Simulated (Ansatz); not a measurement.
Geometry optimisation, UKS revPBE/STO-3G (Ansatz 0.2.0).

input.yaml

```yaml
crystal:
  periodic: [false, false, false]
  atoms:
    - { symbol: O, position_ang: [0.4216, 1.1583, -0.4521] }
    - { symbol: Si, position_ang: [0.1139, -0.2054, 0.3644] }
    - { symbol: Cl, position_ang: [0.5643, -1.7043, -0.9358] }
    - { symbol: Cl, position_ang: [-1.8193, -0.3076, 0.6598] }
    - { symbol: H, position_ang: [-0.1171, 1.2632, -1.3137] }
    - { symbol: H, position_ang: [0.8787, -0.2683, 1.6312] }
magnetization:
  spin_polarized: true
basis:
  gaussian: { orbitals: STO-3G }
hamiltonian:
  xc: revpbe
relax:
  f_tol: 0.02
  max_steps: 40
```

Run as:

```bash
$ ansatz run input.yaml --threads 1 --pin off --max-ram 2048MiB --backend cpu --events-out ev --progress --plain --runs-dir out
```

Q: Where does it end, and by what steps?

A: The forces met the threshold. Limits of this set-up: minimal basis. After 6 steps the energy has fallen by 0.756 eV; Cl4 moved furthest, 0.18 Å.

```csv
step,energy less start (eV),largest force component (eV/Å),accepted
0,0.0000,4.780,yes
1,-0.6944,1.640,yes
2,-0.6889,1.278,no
3,-0.7532,0.228,yes
4,-0.7555,0.065,yes
5,-0.7560,0.036,yes
6,-0.7561,0.007,yes
```

```xyz
6
Properties=species:S:1:pos:R:3
O 0.480 1.290 -0.433
Si 0.109 -0.194 0.312
Cl 0.615 -1.852 -0.925
Cl -1.967 -0.364 0.754
H -0.073 1.311 -1.306
H 0.878 -0.254 1.552
```

Whether the end is a true minimum wasn't checked by a vibrational analysis.

The run took 15 s on 1 thread of Arm Neoverse V2, with other jobs on the host, peak memory 0.14 GiB.
